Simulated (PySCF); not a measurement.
C₆H₁₅Sb, SMILES [CH2]([Sb]([CH2]C)[CH2]C)C.

Coordinates come from a B3LYP-D3(BJ)/def2-SVP optimisation. The isomer is the one that the SMILES or the coordinates give; other isomers of the formula were not compared. The def2 effective core potentials stand for the cores of Sb; spin–orbit coupling is left out. Other conformers were not sampled.

The numbers are results of B3LYP-D3(BJ)/def2-SVP (PySCF), not measurements.

Frequencies are harmonic and unscaled.

Task: List the normal modes with their intensities. (The exact figures need the calculation; the answer reports its results.)

Result: 
| mode | ν (cm⁻¹) | IR (km/mol) | moving atoms (share of kinetic energy) |
|---|---|---|---|
| 1 | 51 | 0.0 | C 57 %, H 42 % |
| 2 | 77 | 0.0 | C 54 %, H 42 % |
| 3 | 97 | 0.0 | C 54 %, H 44 % |
| 4 | 112 | 0.1 | C 55 %, H 33 %, Sb 13 % |
| 5 | 140 | 0.2 | C 57 %, H 37 % |
| 6 | 164 | 0.2 | H 59 %, C 36 % |
| 7 | 223 | 0.1 | C 65 %, H 32 % |
| 8 | 239 | 0.1 | H 65 %, C 35 % |
| 9 | 246 | 0.1 | H 78 %, C 20 % |
| 10 | 262 | 0.4 | H 77 %, C 20 % |
| 11 | 274 | 1.3 | C 45 %, H 44 %, Sb 11 % |
| 12 | 291 | 3.7 | C 50 %, H 30 %, Sb 21 % |
| 13 | 470 | 3.2 | C 72 %, H 23 % |
| 14 | 473 | 12.6 | C 67 %, H 22 %, Sb 11 % |
| 15 | 490 | 14.0 | C 67 %, H 24 %, Sb 10 % |
| 16 | 658 | 7.5 | H 82 %, C 17 % |
| 17 | 688 | 14.7 | H 83 %, C 17 % |
| 18 | 696 | 10.1 | H 81 %, C 19 % |
| 19 | 939 | 2.0 | H 91 %, C 8 % |
| 20 | 946 | 1.1 | H 91 %, C 9 % |
| 21 | 960 | 1.9 | H 87 %, C 13 % |
| 22 | 969 | 2.4 | H 80 %, C 20 % |
| 23 | 974 | 4.4 | H 74 %, C 25 % |
| 24 | 978 | 6.8 | H 76 %, C 24 % |
| 25 | 1041 | 1.3 | C 73 %, H 27 % |
| 26 | 1048 | 10.2 | C 70 %, H 30 % |
| 27 | 1052 | 15.0 | C 68 %, H 32 % |
| 28 | 1203 | 15.2 | H 68 %, C 32 % |
| 29 | 1209 | 17.0 | H 70 %, C 30 % |
| 30 | 1221 | 5.7 | H 70 %, C 30 % |
| 31 | 1243 | 0.3 | H 76 %, C 23 % |
| 32 | 1249 | 0.7 | H 77 %, C 23 % |
| 33 | 1252 | 0.8 | H 79 %, C 21 % |
| 34 | 1392 | 3.3 | H 81 %, C 19 % |
| 35 | 1395 | 3.1 | H 82 %, C 18 % |
| 36 | 1398 | 1.2 | H 82 %, C 18 % |
| 37 | 1442 | 2.6 | H 91 %, C 9 % |
| 38 | 1443 | 0.8 | H 90 %, C 10 % |
| 39 | 1449 | 2.1 | H 90 %, C 10 % |
| 40 | 1469 | 0.9 | H 96 % |
| 41 | 1473 | 0.8 | H 96 % |
| 42 | 1475 | 7.4 | H 96 % |
| 43 | 1477 | 2.4 | H 97 % |
| 44 | 1480 | 5.8 | H 97 % |
| 45 | 1481 | 3.3 | H 97 % |
| 46 | 3014 | 46.1 | H 97 % |
| 47 | 3016 | 32.9 | H 97 % |
| 48 | 3019 | 50.5 | H 96 % |
| 49 | 3039 | 17.3 | H 95 % |
| 50 | 3043 | 17.8 | H 95 % |
| 51 | 3050 | 11.9 | H 94 % |
| 52 | 3084 | 29.5 | H 91 %, C 9 % |
| 53 | 3085 | 30.4 | H 91 %, C 9 % |
| 54 | 3087 | 4.3 | H 91 %, C 9 % |
| 55 | 3090 | 24.2 | H 91 %, C 9 % |
| 56 | 3094 | 6.3 | H 91 %, C 9 % |
| 57 | 3094 | 9.0 | H 91 %, C 9 % |
| 58 | 3116 | 34.0 | H 91 %, C 9 % |
| 59 | 3119 | 14.8 | H 91 %, C 9 % |
| 60 | 3124 | 22.6 | H 91 %, C 9 % |
